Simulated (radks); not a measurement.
Q: Neutral antimony, [Kr] 4d10 5s2 5p3. Calculated with a radial shooting solver on a logarithmic mesh with Libxc functionals: non-relativistic Kohn-Sham, LDA (Slater exchange, Perdew-Wang correlation), spin-polarised, spherical densities, point nucleus. Every spin shell is full or empty, so the densities are truly spherical. Functionals are evaluated on that one density, not self-consistently. Rank these orbital-free kinetic functionals by their error against the exact value of the orbitals, and give that value: Thomas-Fermi, von Weizsacker, TF + vW, TF + vW/9, TF + vW/5, revAPBEK, Pearson, DePristo-Kress, Ernzerhof.

A: Exact: 6306.91 hartree. From best to worst, with 100 (|E| - |E exact|)/|E exact| (equal figures are ties): DePristo-Kress -0.10, revAPBEK +0.29, Ernzerhof -0.41, TF + vW/9 -0.68, Pearson -0.91, TF + vW/5 +2.99, Thomas-Fermi -5.26, TF + vW +35.98, von Weizsacker -58.76.
